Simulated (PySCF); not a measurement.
CH₄B₂O, B₂H₃N, B₂H₃NSi (calculated)

All values are calculated (PySCF 2.14.0). Calculation on a computer-drawn molecule: the log of a Hartree-Fock and frozen-core CCSD(T) single point meant for a local Hartree-Fock minimum, with one planted fault or none, to be diagnosed. Offsets are logged minus clean, where the clean run is the same molecule without the fault. The reference is restricted for singlets and unrestricted otherwise, and also for a bond in bohr or an excited solution. Adding or removing an electron swaps singlet and doublet. The excited solution moves the top pair (singlet) or top alpha electron (doublet) to the lowest empty orbital. Highest occupied and lowest empty are orbital energies over both spins, largest force is the largest gradient component, triples share is (T) over the correlation energy, the T1 limit is 0.02 restricted and 0.045 unrestricted, electrons count all cores, a negative frequency is imaginary (commonest isotopes), and the dipole is about the centre of nuclear charge.

Common to all runs: meant charge 0; meant multiplicity 1; logged SCF converged yes; logged CC converged yes; logged SCF stable within its kind yes; possible faults no fault, one electron removed, one electron added, multiplicity raised by two, geometry at a saddle point, SCF held on an excited solution, minimal basis STO-3G, one bond length entered in bohr, all coordinates scaled.

```json
{"entry": 1, "formula": "CH4B2O", "logged_structure": {"atoms_angstrom": [["B", -1.9301, 0.7548, -1.83], ["B", -0.4862, 0.5514, -1.5486], ["C", 0.7399, 0.4198, -1.1762], ["O", 1.6906, 0.0145, -1.8415], ["H", -2.5951, 1.138, -1.0504], ["H", -2.356, 0.5288, -2.8108], ["H", 0.9366, 0.6781, -0.2375], ["H", 2.409, 0.0189, -1.3689]]}, "given": {"meant_basis": "cc-pVDZ", "logged_electrons": 28, "logged_basis_functions": 76, "logged_spin_squared": 0.0, "logged_highest_occupied [eV]": -8.2334, "logged_lowest_empty [eV]": 2.25, "logged_largest_force [hartree/bohr]": 0.14451, "logged_T1_diagnostic": 0.017714, "logged_D1_diagnostic": 0.06027, "logged_triples_share": 0.029431, "logged_dipole_magnitude [debye]": 3.1699, "logged_energy_HF [hartree]": -164.25678, "logged_energy_CCSD(T) [hartree]": -164.76929, "drawn_bonds_atom": [1, 2, 3, 1, 1, 3, 4], "drawn_bonds_other_atom": [2, 3, 4, 5, 6, 7, 8], "drawn_bonds_order": [1, 2, 1, 1, 1, 1, 1]}, "results": {"planted_fault": "all coordinates scaled, by -8.9 %", "HF_energy_offset_from_clean_run [kcal/mol]": 48.75, "CCSD(T)_energy_offset_from_clean_run [kcal/mol]": 59.01}}
{"entry": 2, "formula": "CH4B2O", "logged_structure": {"atoms_angstrom": [["B", -2.1186, 0.8286, -2.0087], ["B", -0.5337, 0.6053, -1.6998], ["C", 0.8122, 0.4608, -1.2911], ["O", 2.7842, -0.38, -2.6712], ["H", -2.8486, 1.2492, -1.153], ["H", -2.5862, 0.5804, -3.0854], ["H", 1.0281, 0.7443, -0.2608], ["H", 3.5728, -0.3752, -2.1525]]}, "given": {"meant_basis": "cc-pVDZ", "logged_electrons": 28, "logged_basis_functions": 76, "logged_spin_squared": 1.4053, "logged_highest_occupied [eV]": -8.6687, "logged_lowest_empty [eV]": 1.2195, "logged_largest_force [hartree/bohr]": 0.02104, "logged_T1_diagnostic": 0.048315, "logged_D1_diagnostic": 0.20138, "logged_triples_share": 0.029213, "logged_dipole_magnitude [debye]": 2.3704, "logged_energy_HF [hartree]": -164.23806, "logged_energy_CCSD(T) [hartree]": -164.70988, "drawn_bonds_atom": [1, 2, 3, 1, 1, 3, 4], "drawn_bonds_other_atom": [2, 3, 4, 5, 6, 7, 8], "drawn_bonds_order": [1, 2, 1, 1, 1, 1, 1]}, "results": {"planted_fault": "one bond length entered in bohr, row 3 of the drawn bonds", "HF_energy_offset_from_clean_run [kcal/mol]": 60.51, "CCSD(T)_energy_offset_from_clean_run [kcal/mol]": 96.29}, "notes": ["T1 above single-reference limit"]}
{"entry": 3, "formula": "B2H3N", "logged_structure": {"atoms_angstrom": [["B", -3.7258, -0.4826, -0.5077], ["B", -2.3406, -1.3585, -1.1452], ["N", -1.333, -1.9948, -1.6079], ["H", -3.7706, 0.7591, -0.5591], ["H", -4.6818, -1.0912, 0.0044], ["H", -0.5267, -2.5046, -1.9792]]}, "given": {"meant_basis": "cc-pVDZ", "logged_electrons": 20, "logged_basis_functions": 57, "logged_spin_squared": 0.0, "logged_highest_occupied [eV]": -11.043, "logged_lowest_empty [eV]": 0.9654, "logged_largest_force [hartree/bohr]": 0.043431, "logged_T1_diagnostic": 0.019817, "logged_D1_diagnostic": 0.056525, "logged_triples_share": 0.035916, "logged_dipole_magnitude [debye]": 0.30754, "logged_energy_HF [hartree]": -105.54059, "logged_energy_CCSD(T) [hartree]": -105.91104, "drawn_bonds_atom": [1, 2, 1, 1, 3], "drawn_bonds_other_atom": [2, 3, 4, 5, 6], "drawn_bonds_order": [1, 2, 1, 1, 1]}, "results": {"planted_fault": "all coordinates scaled, by +3.9 %", "HF_energy_offset_from_clean_run [kcal/mol]": 5.397, "CCSD(T)_energy_offset_from_clean_run [kcal/mol]": 1.054}}
{"entry": 4, "formula": "B2H3NSi", "logged_structure": {"atoms_angstrom": [["B", 0.6066, -1.3826, -2.8519], ["B", 0.5454, -1.0845, -1.1916], ["N", 0.4941, -0.8728, 0.0444], ["Si", 0.5348, -0.3809, 1.6805], ["H", -0.2716, -1.0012, -3.5682], ["H", 1.5281, -1.9786, -3.3267], ["H", -0.1951, -1.5801, 2.2713]]}, "given": {"meant_basis": "cc-pV(D+d)Z", "logged_electrons": 33, "logged_basis_functions": 80, "logged_spin_squared": 0.7712, "logged_highest_occupied [eV]": -16.602, "logged_lowest_empty [eV]": -6.4286, "logged_largest_force [hartree/bohr]": 0.09272, "logged_T1_diagnostic": 0.022737, "logged_D1_diagnostic": 0.086115, "logged_triples_share": 0.038184, "logged_dipole_magnitude [debye]": 3.386, "logged_energy_HF [hartree]": -394.2022, "logged_energy_CCSD(T) [hartree]": -394.61854, "drawn_bonds_atom": [1, 2, 3, 1, 1, 4], "drawn_bonds_other_atom": [2, 3, 4, 5, 6, 7], "drawn_bonds_order": [1, 2, 1, 1, 1, 1]}, "results": {"planted_fault": "one electron removed", "HF_energy_offset_from_clean_run [kcal/mol]": 169.3, "CCSD(T)_energy_offset_from_clean_run [kcal/mol]": 191.7}}
{"entry": 5, "formula": "B2H3NSi", "logged_structure": {"atoms_angstrom": [["B", 0.6066, -1.3826, -2.8519], ["B", 0.5454, -1.0845, -1.1916], ["N", 0.4941, -0.8728, 0.0444], ["Si", 0.571, 0.0568, 3.1363], ["H", -0.2716, -1.0012, -3.5682], ["H", 1.5281, -1.9786, -3.3267], ["H", -0.1589, -1.1425, 3.7271]]}, "given": {"meant_basis": "cc-pV(D+d)Z", "logged_electrons": 34, "logged_basis_functions": 80, "logged_spin_squared": 1.0748, "logged_highest_occupied [eV]": -7.363, "logged_lowest_empty [eV]": -0.12989, "logged_largest_force [hartree/bohr]": 0.076586, "logged_T1_diagnostic": 0.048732, "logged_D1_diagnostic": 0.25067, "logged_triples_share": 0.03154, "logged_dipole_magnitude [debye]": 3.9044, "logged_energy_HF [hartree]": -394.33132, "logged_energy_CCSD(T) [hartree]": -394.74421, "drawn_bonds_atom": [1, 2, 3, 1, 1, 4], "drawn_bonds_other_atom": [2, 3, 4, 5, 6, 7], "drawn_bonds_order": [1, 2, 1, 1, 1, 1]}, "results": {"planted_fault": "one bond length entered in bohr, row 3 of the drawn bonds", "HF_energy_offset_from_clean_run [kcal/mol]": 88.29, "CCSD(T)_energy_offset_from_clean_run [kcal/mol]": 112.9}, "notes": ["T1 above single-reference limit"]}
```
